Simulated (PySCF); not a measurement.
C₆H₉Si₂ (doublet state).
Cartesian coordinates in Å at the GFN2-xTB level; atoms count from 1:
```xyz
17
C6H9Si2 angstrom
C     -1.9007   -1.8120    0.8266
C     -1.6441   -0.6574   -0.1478
Si    -2.7108    0.8882    0.2656
C     -0.2592   -0.2712   -0.1496
C      0.9089    0.0698   -0.1200
C      2.1983    0.4332   -0.1167
C      3.3833    0.7724   -0.1202
Si     5.1037    1.2293   -0.1192
H     -2.9440   -2.1190    0.7827
H     -1.6719   -1.5104    1.8468
H     -1.2768   -2.6707    0.5801
H     -1.8998   -0.9952   -1.1609
H     -2.4851    1.8967   -0.7689
H     -2.3190    1.3934    1.5813
H     -4.1179    0.4782    0.2821
H      5.6130    2.2014    0.8276
H      6.0151    0.6852   -1.1060
```

The hyperfine couplings belong to this conformer and change with its torsions.

As a line formula: `C[C@@H]([SiH3])C#CC#C[SiH2]` [radical].

Theory: PySCF, UKS B3LYP, pcH-1 on C H Si, non-relativistic, mean-field spin-orbit, GIAO. Isolated species at its GFN2-xTB geometry, gas phase. Couplings are sensitive to structure, and on GFN2-xTB geometries they can be far from those on DFT ones, by a factor of two or more for some ions and for spin on atoms past the first row. The SCF solution wasn't tested for stability.

Match the computed a_iso(29Si) values -132.9, -8.7 MHz with the sites Si3; Si8.

| site | a_iso (MHz) | ρ(0) (bohr⁻³) | position | distance from Si8 (Å) | spin population | largest \|T\| (MHz) |
| --- | --- | --- | --- | --- | --- | --- |
| Si3 | -8.7 | +0.0097 | 6 bonds from Si8 | 7.83 | +0.01 | 1.5 |
| Si8 | -132.9 | +0.1508 | largest spin population | 0.00 | +0.92 | 168.7 |

ρ(0) is the spin density at the nucleus and T the dipolar tensor; a_iso includes a spin–orbit part; entries for several nuclei are means. The Mulliken spin populations are largest on Si8 (+0.92), C6 (+0.28), C7 (-0.21) and C4 (+0.19). Three atoms exceed +0.15. The angles at Si8 add up to 359.9°, so it is planar; its axial dipolar tensor and the negative couplings of its protons fit spin in a p orbital normal to that plane.

Class means assume fast exchange of nuclei equivalent by connectivity; if that motion is slow, each nucleus keeps its own coupling. H16 and H17 aren't averaged: Si8 is flat or nearly so (angle sum 360°), and its turn about the short Si8–C7 bond (1.78 Å) is taken as slow.

Time: 1.9 min (grids of density and orbitals included); peak memory 1.1 GiB. Hardware: Arm Neoverse V1, one thread (shared host).
